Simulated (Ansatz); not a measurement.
K3I2, relaxed as a doublet with UKS B3LYP-D4/def2-SVP in Ansatz, starting from the GFN1-xTB geometry. Force threshold 0.02 eV/Å.

In the def2 sets I takes a core potential; there is no spin–orbit coupling. The relaxation made no stability test and no search for a lower SCF solution. Another isomer (doublet) lies 0.10 eV lower at PBE-D4/def2-SVP; other spin states weren't run for this one.

Start:

```xyz
5

K     1.9857   -1.8128    1.2399
K    -0.2539   -0.5041   -1.7486
K    -1.1643    0.2194    1.6985
I    -2.9982    1.0899   -0.8598
I     2.4307    1.0076   -0.3299
```

Question: Estimate the energy that the relaxation releases and the steps that it takes.

Answer: 11.9 kcal/mol, in 15 steps; 77 s on 4 threads of Arm Neoverse V2 on a shared host. The force fell under the threshold at step 12, but the optimiser went on. No frequencies were taken in this run, so the end may be a saddle point.

Question: Does the start keep its bonding?

Answer: By distances, no bond broke or formed, bridged metal pairs apart. The bond that changes most is K3–I5, from 4.20 to 3.48 Å (atoms count from 1). Metal–metal contacts that move far: K1–K2 3.96 to 6.34 Å.

Question: Predict the relaxed structure.

Answer: 
```xyz
5

K     2.6503   -1.9527    2.2187
K    -0.5008    0.5234   -2.6993
K    -0.9174    0.3783    1.6647
I    -3.1133    0.8876   -0.7853
I     1.8812    0.1635   -0.3988
```
Bond lengths (bridged metal pairs left out): 5 × I–K 3.26 to 3.48 Å.
